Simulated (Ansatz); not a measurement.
Single points on Li5Al5⁺.

```yaml
crystal:
  periodic: [false, false, false]
  atoms:
    - {symbol: Li, position_ang: [-1.226592, -1.679820, 0.375641]}
    - {symbol: Li, position_ang: [2.278473, -1.887094, -2.099257]}
    - {symbol: Li, position_ang: [2.190854, 1.133762, 2.640612]}
    - {symbol: Li, position_ang: [-1.708328, -0.518369, -3.263279]}
    - {symbol: Li, position_ang: [-2.173684, 2.831418, 0.901069]}
    - {symbol: Al, position_ang: [-1.876286, 1.116048, -1.168815]}
    - {symbol: Al, position_ang: [-0.167839, 0.939645, 0.809169]}
    - {symbol: Al, position_ang: [1.810721, -0.800205, 0.567202]}
    - {symbol: Al, position_ang: [0.508450, -1.040160, 2.740328]}
    - {symbol: Al, position_ang: [0.364241, -0.095216, -1.502670]}
basis:
  gaussian: {orbitals: def2-TZVP, initial_orbitals: start.molden}
total_charge: 1
magnetization: {spin_polarized: true, initial_magnetization: 1}
correlation: {method: mp2}
scf: {omitted_lower_state_checks: [starts]}
output: {orbitals: {seedname: orbitals}}
```

The file start.molden holds the orbitals of an earlier run on this structure, at another level or in another basis.

```sh
$ ansatz run in.yaml --threads 4 --pin off --events-out ev --progress --plain --max-ram 4787MiB
```

It prints (some lines left out):

```
Functional definition: HF
1907 factors; integrals over basis functions are off by at most 1.1e-3 eV
mean field evaluation 1: about -33923.5291 eV, gradient 2.7e1 eV
mean field evaluation 2: about -33924.5230 eV, gradient 1.4e0 eV
mean field evaluation 4: about -33924.7959 eV, gradient 8.9e-2 eV
mean field evaluation 8: about -33924.8184 eV, gradient 1.1e-3 eV
mean field -33924.81836604 eV, -1246.7140798841 hartree, gradient 2.6e-6 eV, S^2 2.034075; 0 other end points of the search recorded, 0 dependent functions left out
25 core orbitals not correlated: weight in the atoms' cores, before any rotation towards them, 1.000 or more for the frozen orbitals, at most 0.000 for the correlated occupied ones
reference -33924.81836604 eV, -1246.7140798841 hartree; 15, 14 occupied and 215, 216 virtual orbitals, 1907 factors
second order -15.69683509 eV of doubles, -0.00000000 eV of singles
Total energy: -33940.51520113 eV, -1247.2909279339 hartree
Checks for a lower state left out: starts
```

Hardware: 4 threads of Arm Neoverse V2 on a shared host. Wall time 13 s, peak host memory 0.99 GiB.

The first input with `hamiltonian: {xc: r2scan, dispersion: d4}` and without the key `correlation` (abridged; 54 s):

```
Functional definition: r2SCAN
mean field evaluation 16: about -34001.6830 eV, gradient 9.5e-6 eV
mean field -34001.68296710 eV, -1249.5388018724 hartree, gradient 9.5e-6 eV, S^2 1.193772
Total energy: -34001.76378448 eV, -1249.5417718565 hartree
Checks for a lower state left out: starts
```

The first input with `hamiltonian: {xc: pbe0, dispersion: d4}` and without the key `correlation` (abridged; 58 s):

```
Functional definition: PBE0
mean field -33987.94258835 eV, -1249.0338522669 hartree, gradient 9.7e-6 eV, S^2 1.014504
Total energy: -33988.28658132 eV, -1249.0464937755 hartree
Checks for a lower state left out: starts
```

As the first input, with `gaussian: {orbitals: def2-SVP, initial_orbitals: start.molden}`, `correlation: {method: ccsd_t}`, `scf: {omitted_lower_state_checks: [starts, cluster_reference]}` (abridged; 38 s):

```
Functional definition: HF
mean field -33912.53588097 eV, -1246.2627068833 hartree, gradient 2.5e-6 eV, S^2 1.877135
25 core orbitals not correlated: weight in the atoms' cores, before any rotation towards them, 1.000 or more for the frozen orbitals, at most 0.000 for the correlated occupied ones
second order -10.08006595 eV of doubles, -0.00000000 eV of singles
cycle   1  -10.21013385 eV  change   -1.3e-1 eV  update   1.9e-1
cycle   2  -10.77246708 eV  change   -5.6e-1 eV  update   7.6e-2
cycle   3  -10.98264571 eV  change   -2.1e-1 eV  update   5.8e-2
cycle   4  -11.02030311 eV  change   -3.8e-2 eV  update   3.5e-2
cycle   5  -11.05331278 eV  change   -3.3e-2 eV  update   2.6e-2
cycle   6  -11.07696728 eV  change   -2.4e-2 eV  update   1.8e-2
cycle   7  -11.09157713 eV  change   -1.5e-2 eV  update   1.3e-2
cycle   8  -11.10892430 eV  change   -1.7e-2 eV  update   8.3e-3
cycle   9  -11.11183981 eV  change   -2.9e-3 eV  update   4.6e-3
cycle  10  -11.11162136 eV  change    2.2e-4 eV  update   2.6e-3
cycle  11  -11.11326476 eV  change   -1.6e-3 eV  update   1.7e-3
cycle  12  -11.11358070 eV  change   -3.2e-4 eV  update   1.1e-3
cycle  13  -11.11409334 eV  change   -5.1e-4 eV  update   7.9e-4
cycle  14  -11.11416401 eV  change   -7.1e-5 eV  update   5.9e-4
cycle  15  -11.11392030 eV  change    2.4e-4 eV  update   4.3e-4
cycle  16  -11.11405736 eV  change   -1.4e-4 eV  update   3.0e-4
cycle  17  -11.11416830 eV  change   -1.1e-4 eV  update   2.0e-4
cycle  18  -11.11420407 eV  change   -3.6e-5 eV  update   1.2e-4
cycle  19  -11.11424145 eV  change   -3.7e-5 eV  update   7.7e-5
cycle  20  -11.11420926 eV  change    3.2e-5 eV  update   4.7e-5
cycle  21  -11.11418705 eV  change    2.2e-5 eV  update   3.1e-5
perturbative correction -1.09107525 eV, -0.0400962758 hartree
Total energy: -33924.74114328 eV, -1246.7112419999 hartree
Checks for a lower state left out: starts, cluster_reference
```

First input, but with `gaussian: {orbitals: def2-SVP, initial_orbitals: start.molden}`, `hamiltonian: {xc: pbe0, dispersion: d4}` and without the key `correlation` (abridged; 10 s):

```
Functional definition: PBE0
mean field -33975.75369215 eV, -1248.5859185934 hartree, gradient 6.8e-6 eV, S^2 0.977167
Total energy: -33976.09768530 eV, -1248.5985601087 hartree
Checks for a lower state left out: starts
```

As the first input, with `hamiltonian: {xc: pbe, dispersion: d4}`, `output: {forces: true, orbitals: {seedname: orbitals}}` and without the key `correlation` (abridged; 24 s):

```
Functional definition: PBE
mean field evaluation 16: about -33984.7780 eV, gradient 6.3e-6 eV
mean field -33984.77798206 eV, -1248.9175551309 hartree, gradient 6.3e-6 eV, S^2 0.796779
Total energy: -33985.16962495 eV, -1248.9319477414 hartree
Atom 0 force     0.093499     0.120548    -0.023900 eV/Å
Atom 1 force    -0.044757     0.045462     0.063248 eV/Å
Atom 2 force    -0.063763    -0.078439    -0.039355 eV/Å
Atom 3 force     0.017091     0.008609     0.064090 eV/Å
Atom 4 force     0.043323    -0.054637    -0.042590 eV/Å
Atom 5 force    -0.153456     0.031909    -0.063571 eV/Å
Atom 6 force    -0.015871     0.037155     0.141307 eV/Å
Atom 7 force     0.074033    -0.054551     0.005685 eV/Å
Atom 8 force     0.012952     0.026888    -0.038003 eV/Å
Atom 9 force     0.036949    -0.082945    -0.066912 eV/Å
Dipole moment:     0.007036    -0.005039    -0.675150 e Å
Checks for a lower state left out: starts
```

As the first input, with `hamiltonian: {xc: {name: PBE-QIDH}}` and without the key `correlation`, `output` (abridged; 28 s):

```
Functional definition: PBE-QIDH
mean field -33969.50898844 eV, -1248.3564299650 hartree, gradient 6.2e-6 eV, S^2 1.531486
25 core orbitals not correlated: weight in the atoms' cores, before any rotation towards them, 1.000 or more for the frozen orbitals, at most 0.000 for the correlated occupied ones
second order -18.89097425 eV of doubles, -0.00000000 eV of singles
Total energy: -33975.80600719 eV, -1248.5878411358 hartree
Checks for a lower state left out: starts
```

Geometry: PBE0-D4/def2-SVP.

Correlated methods freeze 25 core orbitals; core or outer-core shells of Li are correlated, in sets that lack core-valence functions. At MP2/def2-TZVP, r2SCAN-D4/def2-TZVP, PBE0-D4/def2-TZVP, CCSD(T)/def2-SVP and others the charge 1 doublet is spin-contaminated (final ⟨S²⟩ up to 2.03, 0.75 for a pure state). At CCSD(T)/def2-SVP T1 of the charge 1 doublet is large (up to 0.067), so the single-reference result is doubtful. Another isomer (doublet) lies 1.58 eV lower at PBE0-D4/def2-TZVP; other spin states weren't run for this one.
